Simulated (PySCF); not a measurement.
**Computed structure and properties of [EuH3(H2O)]−**

System: [EuH3(H2O)]− (singlet in the valence; each metal's 4f electrons, 7 of them, lie in its core potential, out of spins and levels); start: template (Cs). Method: PySCF 2.14.0, RKS PBE0, Eu lcecp-0-SVP with ECP53, H def2-SVP, O def2-SVP; non-relativistic Hamiltonian with scalar-relativistic core potentials where named; density fitting; no spin-orbit coupling.

Input of the relaxation:

```python
mol = gto.M(atom='''
Eu     0.15408    -0.15408     0.15408
H      1.53108     1.22292     1.53108
H     -1.22292    -1.53108     1.53108
H      1.53108    -1.53108    -1.22292
O     -1.37302     1.37302    -1.37302
H     -1.71362     2.25812    -1.16922
H     -1.71362     1.16922    -2.25812''',
    basis={'Eu': 'lcecp-0-SVP', 'H': 'def2-SVP', 'O': 'def2-SVP'},
    ecp={'Eu': 'lcecp-0-SVP'},
    charge=-1, spin=0)
mf = dft.RKS(mol, xc='PBE0')
mf.grids.atom_grid = (50, 194)  # f atoms: unpruned, at least (60, 302)
mf = mf.density_fit()  # fitting sets: Eu AutoAux, H def2-universal-JKFIT, O def2-universal-JKFIT
mf.conv_tol = 1e-08; mf.max_cycle = 55
mf.kernel(dm0)  # dm0: converged density of the start geometry
# quasi-Newton relaxation in Cartesian coordinates to a largest gradient under 0.00045 Eh/bohr, steps kept in the point group
```

Run from Python with OMP_NUM_THREADS=2; the lines above give its settings. Where DIIS fails, smearing, a level shift and second-order steps follow.
It took 55 s on 2 threads of Arm Neoverse V2, with other jobs on the host, from the converged density of the start.

Course of the relaxation:

```
step  energy above end (eV)  largest force component within the symmetry (eV/Å)
   0                 0.7559                                               0.501
   1                 0.6655                                               0.350
   2                 0.5660                                               0.122
   3                 0.5309                                               0.083
   4                 0.5194                                               0.240
   5                 0.5060                                               0.211
   6                 0.4900                                               0.630
   7                 0.4758                                               0.243
  24                 0.0010                                               0.043
  25                 0.0005                                               0.036
  26                 0.0003                                               0.028
  27                 0.0001                                               0.020
  28                 0.0000                                               0.011
  29                 0.0000                                               0.004
```
(The steps between are left out.)

Relaxed geometry (Cs):

```xyz
7

Eu   -0.2616   -0.3720    0.3720
H     0.3894    1.8686    0.7353
H    -1.0332   -1.9348    1.9348
H     0.3894   -0.7353   -1.8686
O    -1.1689    1.3392   -1.3392
H    -0.5610    1.8754   -0.7658
H    -0.5610    0.7658   -1.8754
```

```csv
contact,Å
Eu1–H2 (H),2.361
Eu1–H3 (H),2.341
Eu1–H4 (H),2.361
Eu1–H6 (H2O),2.537
```

On the finer grid (75, 302):

| Property | Result |
| --- | --- |
| HOMO | not given (4f levels lie in the core) |
| LUMO | not given (4f levels lie in the core) |
| Dipole about the centre of mass | 0.06 D |
| Set of Mulliken populations of Eu1 outside the core potential | s 2.62, p 6.63, d 0.76, f 0.01 |
| D3(BJ) dispersion energy (not in the energies) | -0.082 eV |

```
atom  Mulliken (e)  Löwdin (e)  spin (e)
 Eu1         -0.03       -0.10      0.00
  H2         -0.37       -0.30      0.00
  H3         -0.30       -0.30      0.00
  H4         -0.37       -0.30      0.00
  O5         -0.35       -0.13      0.00
  H6          0.21        0.06      0.00
  H7          0.21        0.06      0.00
```

The 4f levels lie in the core potential and are missing. Their spin isn't counted.

On the grid (50, 194), as all that follows. Harmonic modes: a minimum; lowest 166 cm⁻¹ (negative: unstable), highest 3360 cm⁻¹, zero-point energy 0.965 eV.

Taking off one H (charge -1, singlet; the rest: singlet) in vacuum, both parts rigid, costs 4.26 eV; the small basis without counterpoise inflates it.

Rigid scan of H along the line from its metal:

distance to H2 (Å), energy (eV) and a bar:
```
     2.06      0.204 ####
     2.16      0.082 ##
     2.26      0.019 
     2.36      0.000 
     2.46      0.015 
     2.56      0.057 #
     2.76      0.193 ####
     3.06      0.472 ##########
     3.46      0.890 ###################
     3.96      1.394 ##############################
```

Taking off one H2O (charge 0, singlet; the rest: singlet) in vacuum, both parts rigid, costs 1.18 eV; the small basis without counterpoise inflates it.

Rigid scan of H2O along the line from its metal:

| distance to O5 (Å) | energy (eV) |
| --- | --- |
| 2.28 | 0.283 |
| 2.38 | 0.107 |
| 2.48 | 0.023 |
| 2.58 | 0.000 |
| 2.68 | 0.017 |
| 2.78 | 0.058 |
| 2.98 | 0.177 |
| 3.28 | 0.370 |
| 3.68 | 0.585 |
| 4.18 | 0.773 |

One start shape was tried, so this needn't be the lowest isomer.

An lcecp potential fixes the number of 4f electrons, so in runs with it no electron can move into or out of that shell.
